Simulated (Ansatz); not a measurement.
A run for Ansatz (a first-principles code): R-wB97X-V/def2-TZVPPD on ClH7Si2 (a complex). Files ending in .json are basis or fitting sets from the Basis Set Exchange.

Ansatz 0.2 input:
```yaml
crystal:
  periodic: [false, false, false]
  atoms:
    - {symbol: Si, position_ang: [0.04874445, 0.00566945, 0.02378797]}
    - {symbol: H, position_ang: [0.53973453, -1.38819971, 0.05790655]}
    - {symbol: H, position_ang: [0.06935450, 0.50378241, -1.37126734]}
    - {symbol: H, position_ang: [0.92632966, 0.86328202, 0.85211315]}
    - {symbol: H, position_ang: [-1.33320496, 0.06924721, 0.54633631]}
    - {symbol: Si, position_ang: [0.13680163, 1.01731671, 4.02224393]}
    - {symbol: Cl, position_ang: [0.02365325, -1.00042263, 3.58067624]}
    - {symbol: H, position_ang: [-0.86006009, 1.73101023, 3.20238524]}
    - {symbol: H, position_ang: [1.49957414, 1.48765573, 3.71076868]}
    - {symbol: H, position_ang: [-0.15494292, 1.18848853, 5.45893381]}
basis:
  gaussian:
    orbitals: def2-TZVPPD.json
hamiltonian:
  xc: {name: wB97X-V}
scf: {lower_state_search: off}
```

The log:

```
Functional definition: wB97X-V
[...]
these checks for a lower state are left out or cut short: stability, starts, cluster_reference, orbital_swaps, neighbouring_geometries, increment
integrals: 0.32 GiB planned
1370 factors; their error is unknown
integrals: 0.35 GiB planned
377 factors; integrals over basis functions are off by at most 3.2e-5 eV
mean field: 1.61 GiB planned
mean field evaluation 1: about -28388.6831 eV, gradient 1.2e1 eV
mean field evaluation 2: about -28389.1411 eV, gradient 6.7e0 eV
mean field evaluation 4: about -28389.2403 eV, gradient 2.5e-1 eV
mean field evaluation 8: about -28389.2855 eV, gradient 3.6e-1 eV
mean field evaluation 16: about -28389.2857 eV, gradient 5.7e-6 eV
mean field -28389.28566621 eV, -1043.2870052843 hartree, gradient 5.7e-6 eV, S^2 0.000000; 0 other end points of the search recorded, 0 dependent functions left out
reference -28389.28566323 eV, -1043.2870051749 hartree; 26, 26 occupied and 240, 240 virtual orbitals, 1370 factors
Total energy: -28389.28566323 eV, -1043.2870051749 hartree
Checks for a lower state left out: stability, starts, cluster_reference, orbital_swaps, neighbouring_geometries, increment
```

The calculation finished and met its thresholds.

Cost: around 10 core-seconds (rough).
